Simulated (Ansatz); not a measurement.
A trace of molecular dynamics of C2H6FSi (10 atoms, charge 1, multiplicity 1).

Method: RKS PBE-D4/6-31G (Ansatz).

```json
{
  "ensemble": "NVT, Nosé–Hoover chain",
  "set temperature": "1000 K",
  "thermostat": "time constant 20 fs, chain length 5",
  "seed": "775048"
}
```

```json
{"time (fs)": "0.0", "T (K)": "1000", "potential energy less start (eV)": "0.000", "conserved less start (meV/atom)": "0.00"}
{"time (fs)": "2.0", "T (K)": "860", "potential energy less start (eV)": "0.146", "conserved less start (meV/atom)": "0.13"}
{"time (fs)": "4.0", "T (K)": "668", "potential energy less start (eV)": "0.348", "conserved less start (meV/atom)": "0.22"}
{"time (fs)": "6.0", "T (K)": "630", "potential energy less start (eV)": "0.393", "conserved less start (meV/atom)": "0.16"}
{"time (fs)": "8.0", "T (K)": "651", "potential energy less start (eV)": "0.383", "conserved less start (meV/atom)": "0.11"}
{"time (fs)": "10.0", "T (K)": "613", "potential energy less start (eV)": "0.439", "conserved less start (meV/atom)": "0.15"}
{"time (fs)": "12.0", "T (K)": "618", "potential energy less start (eV)": "0.456", "conserved less start (meV/atom)": "0.21"}
{"time (fs)": "14.0", "T (K)": "753", "potential energy less start (eV)": "0.346", "conserved less start (meV/atom)": "0.07"}
{"time (fs)": "16.0", "T (K)": "751", "potential energy less start (eV)": "0.390", "conserved less start (meV/atom)": "0.09"}
{"time (fs)": "18.0", "T (K)": "617", "potential energy less start (eV)": "0.572", "conserved less start (meV/atom)": "0.26"}
{"time (fs)": "20.0", "T (K)": "676", "potential energy less start (eV)": "0.556", "conserved less start (meV/atom)": "0.23"}
{"time (fs)": "22.0", "T (K)": "892", "potential energy less start (eV)": "0.395", "conserved less start (meV/atom)": "0.09"}
{"time (fs)": "24.0", "T (K)": "951", "potential energy less start (eV)": "0.414", "conserved less start (meV/atom)": "0.10"}
{"time (fs)": "26.0", "T (K)": "841", "potential energy less start (eV)": "0.604", "conserved less start (meV/atom)": "0.27"}
{"time (fs)": "28.0", "T (K)": "883", "potential energy less start (eV)": "0.629", "conserved less start (meV/atom)": "0.23"}
{"time (fs)": "30.0", "T (K)": "1022", "potential energy less start (eV)": "0.556", "conserved less start (meV/atom)": "0.12"}
{"time (fs)": "32.0", "T (K)": "1002", "potential energy less start (eV)": "0.644", "conserved less start (meV/atom)": "0.20"}
{"time (fs)": "34.0", "T (K)": "970", "potential energy less start (eV)": "0.731", "conserved less start (meV/atom)": "0.34"}
{"time (fs)": "36.0", "T (K)": "1164", "potential energy less start (eV)": "0.573", "conserved less start (meV/atom)": "0.16"}
{"time (fs)": "38.0", "T (K)": "1262", "potential energy less start (eV)": "0.507", "conserved less start (meV/atom)": "0.09"}
{"time (fs)": "40.0", "T (K)": "1058", "potential energy less start (eV)": "0.740", "conserved less start (meV/atom)": "0.19"}
{"time (fs)": "42.0", "T (K)": "794", "potential energy less start (eV)": "1.028", "conserved less start (meV/atom)": "0.37"}
{"time (fs)": "44.0", "T (K)": "805", "potential energy less start (eV)": "1.026", "conserved less start (meV/atom)": "0.29"}
{"time (fs)": "46.0", "T (K)": "961", "potential energy less start (eV)": "0.876", "conserved less start (meV/atom)": "0.14"}
{"time (fs)": "48.0", "T (K)": "940", "potential energy less start (eV)": "0.911", "conserved less start (meV/atom)": "0.19"}
{"time (fs)": "50.0", "T (K)": "847", "potential energy less start (eV)": "1.020", "conserved less start (meV/atom)": "0.35"}
```

Is this trajectory sound?

The conserved energy stayed within 0.37 meV per atom of its start (net change 0.35 meV per atom), so the integration is sound. A run of 0.05 ps of so small a system gives no equilibrium averages. Limits of this set-up: no polarisation functions, the dipole of an ion depends on the origin. The time step was 0.5 fs.

Run time: 110 s on 1 CPU thread of a shared host.
